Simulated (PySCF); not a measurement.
# Excited states of Lu³⁺ (lutetium, charge +3)

Ground state [Xe] 4f14, ¹S. Calculation: PySCF 2.14, in x2c-SVPall with two added diffuse shells each of s, p, d type (9s8p8d2f1g, 96 functions); the spin-free X2C one-electron Hamiltonian (Gaussian nucleus). Vertical excitation energies in eV without spin-orbit coupling; excited terms of each kind are numbered among those the solver found. Frozen: [Xe].

```csv
term,leading excitation,EOM-EE-CCSD
1 3H°,4f → d,12.870
1 1H°,4f → d,13.148
1 3F°,4f → d,13.473
1 3G°,4f → d,13.836
1 1F°,4f → d,13.945
2 3F°,4f → s,16.677
2 1F°,4f → s,16.764
1 3D,4f → p,22.527
1 3G,4f → p,22.647
1 1G,4f → p,22.746
1 1D,4f → p,22.799
1 3F,4f → p,22.969
1 1F,4f → p,22.969
```

The solver can miss terms.
